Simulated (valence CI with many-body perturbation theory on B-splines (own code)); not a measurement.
**Br13+: calculated level list**

Level of theory: relativistic CI+MBPT: four valence electrons over a frozen Dirac-Fock core [Ar], a basis of 7 s, 7 p, 8 d, 6 f, 4 g, 1 h functions for each j, with the one-electron correlation potential Σ1, the two-electron term Σ2, the three-electron term Σ3, Breit, model QED; selected CI, second order for the rest, scaled by the run's own slope (own B-spline code, finite nucleus).

No measured levels were compared; by estimate terms of the open shell hold to 2 to 4 % of their energy, and close levels can change places. The list stops below the first excitations out of the core. Only levels of the ground parity were solved; by the run's estimate the other parity begins above the list, which can be wrong where configurations are misplaced.

Levels 1 to 34 of 34, with energies above the lowest level, 3d⁴ ⁵D_0. "Leading %" is the weight of the configuration and term that name the level; weights of strongly mixed levels are sums over their largest components and can fall short. In the jj column 3d3/2^4 stands for four electrons in 3d with j = 3/2.

```csv
No.,Configuration,Term,J,E (cm⁻¹),Leading %,g,Second component,Leading jj
1,3d⁴,⁵D,0,0.0,95,,5 % 3d⁴ ³P,3d3/2^2 3d5/2^2 (57 %)
2,3d⁴,⁵D,1,1886,97,1.499,,3d3/2^3 3d5/2 (64 %)
3,3d⁴,⁵D,2,4786,99,1.497,,3d3/2^2 3d5/2^2 (67 %)
4,3d⁴,⁵D,3,8182,99,1.495,,3d3/2^2 3d5/2^2 (50 %)
5,3d⁴,⁵D,4,11814,97,1.492,,3d3/2 3d5/2^3 (40 %)
6,3d⁴,³P,0,47515,88,,7 % 3d⁴ ¹S,3d3/2^4 (54 %)
7,3d⁴,³H,4,52075,74,0.878,11 % 3d⁴ ³G,3d3/2^3 3d5/2 (65 %)
8,3d⁴,³P,1,56479,95,1.479,,3d3/2^2 3d5/2^2 (39 %)
9,3d⁴,³H,5,56514,89,1.050,11 % 3d⁴ ³G,3d3/2^2 3d5/2^2 (91 %)
10,3d⁴,³H,6,59435,95,1.157,5 % 3d⁴ ¹I,3d3/2^2 3d5/2^2 (63 %)
11,3d⁴,³F,3,59574,57,0.948,41 % 3d⁴ ³G,3d3/2^2 3d5/2^2 (56 %)
12,3d⁴,³F,2,60762,96,0.682,,3d3/2^2 3d5/2^2 (54 %)
13,3d⁴,³F,4,62705,62,1.132,20 % 3d⁴ ³H,3d3/2^2 3d5/2^2 (43 %)
14,3d⁴,³P,2,67383,91,1.469,8 % 3d⁴ ³D,3d3/2^2 3d5/2^2 (44 %)
15,3d⁴,³G,3,70067,57,0.891,42 % 3d⁴ ³F,3d3/2 3d5/2^3 (66 %)
16,3d⁴,³G,4,70429,68,1.071,16 % 3d⁴ ¹G,3d3/2^2 3d5/2^2 (78 %)
17,3d⁴,³G,5,73848,89,1.180,11 % 3d⁴ ³H,3d3/2 3d5/2^3 (91 %)
18,3d⁴,³D,3,82623,96,1.322,,3d3/2 3d5/2^3 (42 %)
19,3d⁴,³D,2,84047,82,1.167,8 % 3d⁴ ¹D,3d3/2^3 3d5/2 (29 %)
20,3d⁴,¹I,6,84700,95,1.007,5 % 3d⁴ ³H,3d3/2 3d5/2^3 (63 %)
21,3d⁴,³D,1,86161,97,0.522,,3d3/2 3d5/2^3 (59 %)
22,3d⁴,¹G,4,89385,76,1.022,12 % 3d⁴ ³F,3d5/2^4 (52 %)
23,3d⁴,¹S,0,95313,92,,8 % 3d⁴ ³P,3d3/2 3d5/2^3 (64 %)
24,3d⁴,¹D,2,106120,85,1.016,7 % 3d⁴ ³D,3d3/2^2 3d5/2^2 (42 %)
25,3d⁴,¹F,3,116660,91,1.010,5 % 3d⁴ ³F,3d3/2 3d5/2^3 (57 %)
26,3d⁴,³P,2,134370,96,1.481,,3d3/2^2 3d5/2^2 (58 %)
27,3d⁴,³F,4,137290,96,1.240,,3d3/2^2 3d5/2^2 (75 %)
28,3d⁴,³F,2,138840,97,0.679,,3d3/2^2 3d5/2^2 (53 %)
29,3d⁴,³F,3,140070,93,1.078,6 % 3d⁴ ¹F,3d3/2 3d5/2^3 (86 %)
30,3d⁴,³P,1,142790,99,1.497,,3d3/2 3d5/2^3 (87 %)
31,3d⁴,³P,0,146950,98,,,3d5/2^4 (57 %)
32,3d⁴,¹G,4,156680,96,1.007,,3d3/2 3d5/2^3 (67 %)
33,3d⁴,¹D,2,204190,99,0.999,,3d3/2^2 3d5/2^2 (57 %)
34,3d⁴,¹S,0,263300,99,,,3d3/2^2 3d5/2^2 (64 %)
```

Names give the largest LS component (configuration and term), which can be under half, so a name can repeat, a term be missing and a line seem to break the LS rules; names also repeat where a configuration has a term twice.

The ionisation energy to 3d³ ⁴F3/2 of the next ion comes out as 435.51 eV (NIST: 436 ± 3 eV (theoretical)). All 34 levels together are meant to be complete up to 620160 cm⁻¹.
